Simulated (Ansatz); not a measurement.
Geometry optimisation, RKS B3LYP-D4/def2-SVP in Ansatz.

The input (input.yaml):

```yaml
crystal:
  periodic: [false, false, false]
  atoms:
    - { symbol: In, position_ang: [1.85861, -1.598264, 0.292857] }
    - { symbol: H, position_ang: [0.35646, -0.809707, -0.368012] }
    - { symbol: "N", position_ang: [-0.162615, -0.064498, 0.212584] }
    - { symbol: C, position_ang: [-0.360497, 1.148034, -0.568443] }
    - { symbol: H, position_ang: [-0.963557, -0.302549, 0.833309] }
    - { symbol: Cl, position_ang: [0.465171, -2.846102, 1.910805] }
    - { symbol: H, position_ang: [-0.596632, 1.988093, 0.103814] }
    - { symbol: H, position_ang: [-1.168441, 1.076917, -1.321514] }
    - { symbol: H, position_ang: [0.571501, 1.408076, -1.095499] }
basis:
  gaussian: { orbitals: def2-SVP }
hamiltonian:
  xc: b3lyp
  dispersion: d4
relax:
  f_tol: 0.03
  max_steps: 50
output:
  orbitals: {}
```

Run as:

```bash
$ ansatz run input.yaml --threads 2 --pin off --max-ram 3072MiB --backend cpu --events-out ev --progress --plain --runs-dir out
```

Q: Where does it end, and by what steps?

A: It converged. The force dipped under the threshold on the way, but the program's further checks kept it going. After 25 steps the energy has fallen by 1.467 eV; Cl6 moved furthest, 1.62 Å. Parted: In1–H2 (1.82 → 3.29 Å).

```csv
step,energy less start (eV),largest force component (eV/Å),accepted
0,0.0000,3.608,yes
1,-0.7892,1.770,yes
2,-1.1045,0.524,yes
3,-1.2482,0.766,yes
4,-1.3372,0.792,yes
5,-1.3940,0.478,yes
6,-1.4292,0.118,yes
7,-1.4370,0.129,yes
8,-1.4389,0.170,yes
9,-1.4441,0.071,yes
10,-1.4457,0.075,yes
11,-1.4493,0.034,yes
12,-1.4520,0.100,yes
13,-1.4536,0.083,yes
14,-1.4471,0.347,no
15,-1.4550,0.026,yes
16,-1.4558,0.060,yes
17,-1.4565,0.081,yes
18,-1.4574,0.059,yes
19,-1.4582,0.009,yes
20,-1.4606,0.071,yes
21,-1.4620,0.138,yes
22,-1.4630,0.158,yes
23,-1.4651,0.089,yes
24,-1.4666,0.040,yes
25,-1.4667,0.021,yes
```

```xyz
9
Properties=species:S:1:pos:R:3
In 2.063 -1.402 0.629
H -0.339 -0.745 -1.514
N -0.113 -0.486 -0.553
C -0.279 0.954 -0.330
H -0.733 -1.003 0.075
Cl 0.331 -1.328 2.465
H -0.129 1.156 0.741
H -1.277 1.336 -0.614
H 0.478 1.517 -0.899
```

The run took 2.4 min on 2 threads of AMD EPYC 7R43 64-Core Processor (Zen 3) (shared host), peak memory 0.23 GiB.
